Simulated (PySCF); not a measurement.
## Computed structure and properties of Sm2N2

System: Sm2N2 (singlet in the valence; each metal's 4f electrons, 5 of them, lie in its core potential, out of spins and levels); start: template (D2h). Method: PySCF 2.14.0, RKS TPSS, Sm lcecp-1-SVP with ECP51, N def2-SVP; non-relativistic Hamiltonian with scalar-relativistic core potentials where named; density fitting; no spin-orbit coupling.

Input of the relaxation:

```python
mol = gto.M(atom='''
Sm     0.00000     0.00000     1.67160
Sm    -0.00000    -0.00000    -1.67160
N      1.42950    -0.00000    -0.00000
N     -1.42950     0.00000     0.00000''',
    basis={'Sm': 'lcecp-1-SVP', 'N': 'def2-SVP'},
    ecp={'Sm': 'lcecp-1-SVP'},
    charge=0, spin=0)
mf = dft.RKS(mol, xc='TPSS')
mf.grids.atom_grid = (50, 194)  # f atoms: unpruned, at least (60, 302)
mf = mf.density_fit()  # fitting sets: Sm AutoAux, N def2-universal-JKFIT
mf.conv_tol = 1e-08; mf.max_cycle = 55
mf.kernel(dm0)  # dm0: converged density of the start geometry
# quasi-Newton relaxation in Cartesian coordinates to a largest gradient under 0.00045 Eh/bohr, steps kept in the point group
```

Run from Python with OMP_NUM_THREADS=2; the lines above give its settings. Where DIIS fails, smearing, a level shift and second-order steps follow.
It took 40 s on 2 threads of Arm Neoverse V1 (shared host), from the converged density of the start.

Course of the relaxation:

| step | energy above end (eV) | largest force component within the symmetry (eV/Å) |
| --- | --- | --- |
| 0 | 0.4570 | 3.483 |
| 1 | 0.1462 | 2.117 |
| 2 | 0.0082 | 0.527 |
| 3 | 0.0002 | 0.073 |
| 4 | 0.0000 | 0.007 |
| 5 | 0.0000 | 0.003 |

Relaxed geometry (D2h):

```xyz
4

Sm    0.0000    0.0000    1.5603
Sm    0.0000    0.0000   -1.5603
N     1.4028    0.0000    0.0000
N    -1.4028    0.0000    0.0000
```

| contact | Å |
| --- | --- |
| Sm1–N3 (N) | 2.098 |
| Sm1–N4 (N) | 2.098 |

On the finer grid (75, 302):

| Property | Result |
| --- | --- |
| HOMO | -3.31 eV |
| LUMO | -1.89 eV |
| Dipole about the centre of mass | 0.00 D |
| Set of Mulliken populations of Sm1 outside the core potential | s 2.30, p 6.19, d 1.93, f 0.06 |
| D3(BJ) dispersion energy (not in the energies) | -0.144 eV |

```tsv
atom	Mulliken (e)	Löwdin (e)	spin (e)
Sm1	0.52	0.35	0.00
Sm2	0.52	0.35	0.00
N3	-0.52	-0.35	0.00
N4	-0.52	-0.35	0.00
```

The 4f levels lie in the core potential and are missing. Their spin isn't counted.

No frequency check is given for this geometry.

Rigid scan of N along the line from its metal:

| distance to N3 (Å) | energy (eV) |
| --- | --- |
| 1.80 | 1.064 |
| 1.90 | 0.415 |
| 2.00 | 0.091 |
| 2.10 | 0.000 |
| 2.20 | 0.071 |
| 2.30 | 0.255 |
| 2.40 | 0.512 |
| 2.55 | 0.982 |

One start shape was tried, so this needn't be the lowest isomer.

An lcecp potential fixes the number of 4f electrons, so in runs with it no electron can move into or out of that shell.
